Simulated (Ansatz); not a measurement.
CH₅F₂GeN, SMILES `C[NH][GeH]([F])[F]`, relaxed with RKS PBE-D4/def2-SVP in the Gaussian-basis code of Ansatz from a rough embedded geometry. The force threshold is 0.03 eV/Å; the program also tests the step.

The species carries charge 0 and has multiplicity 1.

Start:

```xyz
10

C     1.053    0.871   -0.260
N    -0.101    0.621    0.645
Ge   -0.837   -1.032    0.193
F     0.206   -2.337    0.487
F    -2.333   -1.287    1.082
H     1.499    1.839    0.080
H     0.761    0.875   -1.287
H     1.794    0.061   -0.029
H    -0.838    1.393    0.432
H    -1.203   -1.004   -1.343
```

| step | energy (eV) | largest force (eV/Å) | largest move (Å) |
| --- | --- | --- | --- |
| 1 | -64531.9090 | 2.277 | 0.000 |
| 2 | -64532.2094 | 0.822 | 0.195 |
| 3 | -64532.2761 | 0.537 | 0.125 |
| 4 | -64532.2843 | 1.019 | 0.145 |
| 5 | -64532.3142 | 0.438 | 0.200 |
| 6 | -64532.3303 | 0.201 | 0.073 |
| 7 | -64532.3315 | 0.245 | 0.099 |
| 8 | -64532.3336 | 0.143 | 0.034 |
| 9 | -64532.3338 | 0.136 | 0.004 |
| 10 | -64532.3363 | 0.086 | 0.093 |
| 11 (rejected) | -64532.3360 | 0.222 | 0.103 |
| 12 (rejected) | -64532.3355 | 0.207 | 0.051 |
| 13 | -64532.3372 | 0.018 | 0.025 |
| 14 | -64532.3397 | 0.097 | 0.100 |
| 15 (rejected) | -64532.3392 | 0.265 | 0.127 |
| 16 | -64532.3428 | 0.086 | 0.063 |
| 17 | -64532.3470 | 0.056 | 0.073 |
| 18 | -64532.3526 | 0.129 | 0.110 |
| 19 | -64532.3567 | 0.213 | 0.100 |
| 20 | -64532.3635 | 0.167 | 0.092 |
| 21 | -64532.3758 | 0.260 | 0.192 |
| 22 | -64532.3809 | 0.478 | 0.195 |
| 23 | -64532.3974 | 0.250 | 0.063 |
| 24 (rejected) | -64532.3812 | 0.736 | 0.200 |
| 25 | -64532.4090 | 0.107 | 0.097 |
| 26 | -64532.4138 | 0.079 | 0.096 |
| 27 | -64532.4154 | 0.073 | 0.072 |
| 28 | -64532.4160 | 0.017 | 0.015 |

End:

```xyz
10

C     1.060    0.958   -0.026
N    -0.255    0.518   -0.478
Ge   -0.963   -1.064    0.036
F     0.328   -2.230   -0.143
F    -1.323   -1.170    1.754
H     1.052    1.504    0.946
H     1.534    1.616   -0.786
H     1.717    0.072    0.091
H    -0.927    1.272   -0.645
H    -2.222   -1.475   -0.748
```

Run time 20 s (4 threads of an INTEL XEON PLATINUM 8581C on a shared host); peak host memory 0.19 GiB.
